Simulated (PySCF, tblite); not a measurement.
Calculations on `C#C[C@@H]1C[Si@@H](Br)[SiH2]1`, in the order of a workflow; each names the level of the geometry that it ran on. Settings lines and outputs come from a driver script.

C4H7BrSi2.
SMILES with atom numbers: `[CH:1]#[C:2][C@@H:3]1[CH2:4][Si@@H:5]([Br:6])[SiH2:7]1` (hydrogens: H8 on C1; H9 on C3; H10, H11 on C4; H12 on Si5; H13, H14 on Si7)

Step 1: GFN2-xTB geometry optimisation, gas phase (tblite 0.8.0) (from a force-field or distance-geometry start)
```json
{"job": {"kind": "relax", "xc": "GFN2-xTB", "basis": "xTB"}, "charge": 0, "multiplicity": 1}
```
```
step      E/eV     max force
  0    -532.86635    2.761
  1    -533.10106    1.723
  2    -533.11297    4.218
...
 88    -533.65847    0.017
 89    -533.65850    0.030
 90    -533.65853    0.024
 91    -533.65857    0.020
 92    -533.65858    0.006
```

Energy lowered by 18.3 kcal/mol over 92 steps; largest atomic force 0.006 eV/Å at the end. «max force» is the largest atomic force in eV/Å.

Hardware: AMD EPYC 7R43, one thread (shared host). Cost: 1.2 s wall.

Step 2: GFN2-xTB harmonic vibrations, gas phase (tblite 0.8.0) (on the GFN2-xTB geometry)
```json
{"job": {"kind": "ir", "xc": "GFN2-xTB", "basis": "xTB"}, "charge": 0, "multiplicity": 1}
```
```
(table of modes left out)
```

36 modes from 28 to 3399 cm⁻¹ (unscaled, harmonic); zero-point energy 55.5 kcal/mol; all wavenumbers are real at this level.

Time: 0.84 s. Hardware: an AMD EPYC 7R43 with one thread, on a shared host.

Step 3: TDDFT wB97X-D/def2-SVPD, vertical, gas phase, core orbitals frozen in the response (PySCF 2.14.0, density-fitted response routines) (on the GFN2-xTB geometry)
```json
{"job": {"kind": "uv", "xc": "wB97X-D", "basis": "def2-SVPD", "nstates": 8, "ntriplets": 3}, "charge": 0, "multiplicity": 1}
```
```
...
Static polarisability (au): isotropic 120.051, principal 96.528 109.041 154.586
Singlet excitations
state   eV       nm        f      main configurations
  1   5.5491    223.4   0.00774   H->L 0.79, H-1->L 0.09
  2   5.7704    214.9   0.00705   H-1->L 0.74, H->L 0.09
  3   6.1682    201.0   0.00716   H-2->L 0.60
  4   6.3000    196.8   0.04130   H->L+1 0.41, H->L+2 0.22
  5   6.4081    193.5   0.02792   H->L+2 0.50, H->L+1 0.25
  6   6.5531    189.2   0.10301   H-1->L+1 0.48, H-2->L+1 0.19
  7   6.5972    187.9   0.00099   H-3->L 0.39, H-1->L+2 0.15
  8   6.6966    185.1   0.06102   H-1->L+2 0.24, H->L+1 0.11, H-2->L+2 0.09
Triplet excitations (Tamm-Dancoff, eV): 4.9691 5.3110 5.6057
```

HOMO -9.14 eV, LUMO 0.67 eV; lowest singlet 5.55 eV; lowest triplet 4.97 eV (Tamm–Dancoff); mean polarisability 120.1 au.

Time: 57 s wall; peak memory 0.95 GiB. Hardware: AMD EPYC 7R43, one thread (shared host).

Geometry of the electronic-property runs (GFN2-xTB):
```
atom  x, y, z in Å
C1     2.8362    0.3089   -0.0455
C2     1.7004    0.3991    0.3249
C3     0.3208    0.4736    0.7269
C4    -0.3241   -0.9418    0.7755
Si5   -1.3205   -0.9085   -0.8642
Br6   -3.4557   -1.5374   -0.5267
Si7   -0.7521    1.3391   -0.6514
H8     3.8399    0.2400   -0.3411
H9     0.2826    0.9636    1.7033
H10    0.4314   -1.7230    0.8537
H11   -0.9647   -1.0354    1.6538
H12   -0.8878   -1.8701   -1.8753
H13   -1.7354    2.2638   -0.0781
H14    0.0284    2.0277   -1.6781
```

 (This holds for the electronic-property runs.)

One conformer stands for the species.

Note: wB97X-D ran without an empirical dispersion term, which enters the total energy and its gradient alone.
